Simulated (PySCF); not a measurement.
The numbers are results of PySCF with PBE-D3(BJ)/def2-TZVP // B3LYP-D3(BJ)/def2-TZVP, not measurements. Isolated molecules, 0 K electronic values unless said otherwise. Excitations are Tamm–Dancoff values on a coarser integration grid. The basis has no diffuse functions, so Rydberg states are missing or too high.

Reference species (SMILES): `[Br][Ga]([Br])[Br]` (neutral, multiplicity 1).

```json
{
 "HOMO": "-7.41 eV",
 "S1–T1 gap (TDA)": "0.30 eV",
 "HOMO–LUMO gap": "4.17 eV",
 "LUMO": "-3.24 eV"
}
```

Changed species: `[SiH3][Ga]([SiH3])[SiH3]` (3 of 3 Br replaced by SiH3; the reference has 0 of 3 Br replaced by SiH3).

Problem. Give the shifts of the HOMO, S1–T1 gap (TDA), HOMO–LUMO gap and LUMO.

Solution. the HOMO rises by 1.14 eV, to -6.27 eV; the S1–T1 gap (TDA) rises by 0.21 eV, to 0.51 eV; the HOMO–LUMO gap falls by 1.26 eV, to 2.91 eV; the LUMO drops by 0.12 eV, to -3.36 eV.
